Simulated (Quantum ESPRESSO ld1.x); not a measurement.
The numbers below are computed, except where a source is named.
One sound ld1.x (Quantum ESPRESSO 7.5) input for neutral hafnium gives E = -15079.139 hartree in 29 iterations:

```
 &input
    zed=72.0,
    iswitch=1,
    rel=1,
    dft='BLYP',
    config='[Xe] 4f14 5d2 6s2',
    prefix='ld1',
    max_out_wfc=37,
    file_charge='ld1.rho',
 /
```

Changed or added lines, one case at a time, and what came of them:

- beta=0.95: harmless. The Broyden-type mixing copes: 24 iterations against 29, same energy.
- config='[Xe] 4f14 5d2 6s2 7d-1': harmless. A negative occupation marks a state as unused; the result equals that of the sound run.
- beta=0.01: not converged. So little new potential is mixed in that the limit of 200 iterations comes first; the energy is off by +0.000885 hartree.
- tr2=1e-1: inaccurate. The cycle stops early, after 8 iterations, and the energy is off by -1.425 hartree against the sound run.
- rmax=3.0: not converged. The mesh cuts the orbital tails; the cycle ends with warnings and the numbers are not to be used.
- rmax=1000.0: harmless. The energy moves by less than 1e-5 hartree against the default mesh (-15079.139 hartree).
- config='[Xe] 4f14 5d2 6s2 1s1': refused. The program stops in el_config with "wavefunction 1S found too many times": the bracketed core already holds 1s.
